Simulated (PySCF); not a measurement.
C₇H₈NS (doublet state).
Cartesian coordinates in Å at the GFN2-xTB level; atoms count from 1:
```
atom  x, y, z in Å
S1     3.1879   -1.8264    0.0079
C2     2.4114   -0.5024   -0.4932
C3     1.7354    0.4646    0.4104
C4     0.2458    0.3106    0.1853
C5    -0.4663   -0.6216    0.8747
C6    -1.9266   -0.7946    0.6385
N7    -2.5209    0.0235   -0.3669
C8    -1.7877    0.8756   -0.9986
C9    -0.4137    1.0906   -0.7830
H10    2.3158   -0.3080   -1.5583
H11    1.9877    0.2461    1.4484
H12    2.0373    1.4848    0.1621
H13    0.0012   -1.2629    1.6063
H14   -2.4886   -0.6275    1.5742
H15   -2.1413   -1.8458    0.3794
H16   -2.3006    1.4651   -1.7496
H17    0.1162    1.8403   -1.3473
```

The hyperfine couplings belong to this conformer and change with its torsions.

As a line formula: `S=CCC1=CC[N]C=C1` [radical].

Computed, not measured: UKS B3LYP, pcH-1 on C H N S, non-relativistic, mean-field spin-orbit, GIAO (PySCF 2.14.0). Geometry: GFN2-xTB, one conformer, isolated molecule. A GFN2-xTB geometry isn't a minimum of the functional, and hyperfine couplings can be far from their values at a DFT geometry. Stability of the SCF solution: not tested. ⟨S²⟩ is 0.783 where a pure state has 0.75.

The largest Mulliken spin populations are on C9 (+0.58), C5 (+0.45), N7 (+0.33) and C4 (-0.20). Three atoms exceed +0.15. The positive populations add up to 1.50 and the negative ones to -0.50, together 2S = 1. The angles at C9 add up to 360.0°, so it is planar.

Question: Test a(H) = Q·ρ(C) for the protons on planar carbons with a spin population beyond ±0.08.

Answer: 
```csv
H,C,ρ(C),a(H) (G),a/ρ (G)
H13,C5,+0.448,-10.40,-23.2
H16,C8,-0.178,+2.57,-14.4
H17,C9,+0.580,-12.95,-22.3
```

A least-squares line through the origin gives Q = -22.2 G with Mulliken populations. In every row coupling and population have opposite signs. Where ρ is negative the coupling is positive.

Question: Leave H13 and its like out of the fit. How well does the relation then predict its coupling?

Answer: The other protons give Q = -21.6 G, so a = -21.6 × 0.448 ≈ -9.70 G, against the computed -10.40 G.

Couplings in gauss use g_iso = 2.0030.

The SMILES draws the unpaired electron on N7; the largest computed Mulliken spin population is on C9 (0.58 against 0.33).
